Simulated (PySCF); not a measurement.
# Computed vibrations of [Dy(NH2)4]−

[Dy(NH2)4]− (singlet in the valence; each metal's 4f electrons, 9 of them, lie in its core potential, out of spins and levels). PySCF 2.14.0, RKS PBE0, Dy lcecp-1-SVP with ECP55, N def2-SVP, H def2-SVP; non-relativistic Hamiltonian with scalar-relativistic core potentials where named; density fitting; no spin-orbit coupling. Central differences of gradients.

```xyz
13

Dy    0.0000    0.0000    0.0000
N     1.1103    1.3912    1.3912
H     1.5002    1.1583    2.3054
H     1.5002    2.3054    1.1583
N    -1.1103   -1.3912    1.3912
H    -1.5002   -1.1583    2.3054
H    -1.5002   -2.3054    1.1583
N     1.1103   -1.3912   -1.3912
H     1.5002   -2.3054   -1.1583
H     1.5002   -1.1583   -2.3054
N    -1.1103    1.3912   -1.3912
H    -1.5002    2.3054   -1.1583
H    -1.5002    1.1583   -2.3054
```

Run from Python with OMP_NUM_THREADS=2. Where DIIS fails, smearing, a level shift and second-order steps follow.
It took 100 s on 2 threads of Arm Neoverse V1, with other jobs on the host.

(1) What are the harmonic wavenumbers and infrared intensities?

(2) Is this a minimum?

An lcecp potential fixes the number of 4f electrons, so in runs with it no electron can move into or out of that shell.

Answers

(1) Modes are labelled in D2d; negative numbers are unstable modes, those under 60 cm⁻¹ near the noise; a finer grid moves soft modes by up to 10 cm⁻¹.
```csv
cm⁻¹,km/mol,symmetry
-108,–,a2
89,10.9,e
89,10.9,e
93,0.0,b1
94,0.1,b2
100,0.0,a1
131,6.9,e
131,6.9,e
222,0.0,b1
288,0.0,a2
315,90.0,e
315,90.0,e
354,274.8,b2
354,84.5,e
354,84.5,e
355,0.0,a1
377,0.0,b1
454,198.2,e
454,198.2,e
458,139.5,b2
484,0.0,a1
1512,25.5,b2
1512,9.1,e
1512,9.1,e
1517,0.0,a1
3516,8.5,b2
3516,9.8,e
3516,9.8,e
3518,0.0,a1
3602,0.0,a2
3602,0.0,b1
3602,8.9,e
3602,8.9,e
```

(2) No: 1 unstable; the lowest moves the atoms so:
```
Dy   0.00  0.00  0.00
N    0.00  0.00  0.00
H   -0.32  0.05  0.15
H    0.32 -0.15 -0.05
N    0.00  0.00  0.00
H   -0.32  0.05 -0.15
H    0.32 -0.15  0.05
N    0.00  0.00  0.00
H    0.32  0.15  0.05
H   -0.32 -0.05 -0.15
N    0.00  0.00  0.00
H    0.32  0.15 -0.05
H   -0.32 -0.05  0.15
```
